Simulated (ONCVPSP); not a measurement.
# Ne: one change to an ONCV potential, before and after

| Property | Result |
| --- | --- |
| Element | neon (Ne) |
| Generator | ONCVPSP 4.0.1 |
| Type | optimised norm-conserving Vanderbilt (ONCV) |
| Functional | PBE |
| Relativity | scalar-relativistic |
| Frozen core | [He] |
| Valence charge | 8 |
| Reference configuration | 2s2 2p5 (charge +1) |
| Partial waves | 2s: rc 0.75 bohr, ncon 3, nbas 6, qcut 9.4 1/bohr, 2 projectors, debl 3.8 Ha; 2p: rc 1.15 bohr, ncon 4, nbas 8, qcut 15 1/bohr, 3 projectors, debl 1.8 Ha; d scattering state at 0.15 Ha: rc 1.00 bohr, ncon 5, nbas 10, qcut 10.7 1/bohr, 2 projectors, debl 3.8 Ha |
| Local potential | polynomial inside 0.60 bohr (lpopt 5, dvloc0 0 Ha) |
| Core correction | Teter function, parameters optimised by the program |

Change: s: qcut 5.9; p: qcut 9.5; d: qcut 6.8.

Cutoffs: the cutoffs (Ha) at which the residual kinetic energy of the hardest occupied pseudo-wave falls to 1 and 0.1 mHa per electron; they do not see the model core or the augmentation charge, which bear on the density cutoff. Errors are all-electron minus pseudo energies relative to the spin-unpolarised reference configuration.

Q: What does the change do?

A: Of the 4 tests that both files solve, the error grows in 4 and shrinks in 0 by more than 15 % and 0.3 meV (median size 24.4 → 64.9 meV); neither file shows a bound ghost.

```tsv
quantity	base	changed
cutoffs, loose and tight	76 Ha, 175 Ha	not determined
bound ghosts	none	none
GHOST(+) flags under 300 eV	none	none
error for 2s2 2p6, meV [ΔE -22.48 eV]	+14	+35
error for 2s2 2p4, meV [ΔE 43.27 eV]	+35	+95
error for 2s2 2p3, meV [ΔE 110.70 eV]	+231	+588
error for 2s2 2p5.5, meV [ΔE -13.61 eV]	+5.4	+12
s: phases at 0.76 bohr within 0.05 rad from the reference energy up to (Ha; the scan ends near 5)	to the end of the scan	to the end of the scan
p: phases at 1.16 bohr within 0.05 rad from the reference energy up to (Ha; the scan ends near 5)	to the end of the scan	to the end of the scan
d: phases at 1.01 bohr within 0.05 rad from the reference energy up to (Ha; the scan ends near 5)	to the end of the scan	to the end of the scan
rms error of d²Exc/dni dnj with the model core, mHa	1.70	1.40
```
